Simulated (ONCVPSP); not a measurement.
Configuration tests for O (Z = 8) (ONCV)

ONCVPSP 4.0.1 input, shortened (lines: element, Z, core and valence counts, functional; n l f; lmax; l rc ep ncon nbas qcut; lloc lpopt rc5 dvloc0; l nproj debl; icmod fcfact rcfact), PBE, scalar-relativistic:

```
  O 8.00    1    2        4      upf
    1    0    2.00
    2    0    2.00
    2    1    2.00
    2
    0    0.65    0.00    4    8    9.50
    1    1.40    0.00    4    9    9.60
    2    1.15    0.04    3    8    8.20
    4    5    0.60    2.00
    0    2    2.50
    1    2    3.60
    2    2    2.40
    3    5.50    1.40
```

Energies are relative to the spin-unpolarised reference configuration 2s2 2p2; without spin polarisation the order of configurations can differ from experiment.

(1) Give the all-electron excitation energy and the error of the potential for: 2s2 2p4; 2s2 2p3; 2s2 2p1; 2s2 2p3.5.

Levels in the configuration 2s2 2p3:

```json
{"level": "2s", "all-electron (eV)": "-39.664", "pseudo (eV)": "-39.666"}
{"level": "2p", "all-electron (eV)": "-24.450", "pseudo (eV)": "-24.557"}
```

Answers

(1)

```tsv
valence configuration	charge	ΔE all-electron (eV)	error AE − PS (meV)
2s2 2p4	0	-50.017	+168
2s2 2p3	+1	-33.586	+72
2s2 2p1	+3	53.869	+168
2s2 2p3.5	+0.5	-43.731	+125
```
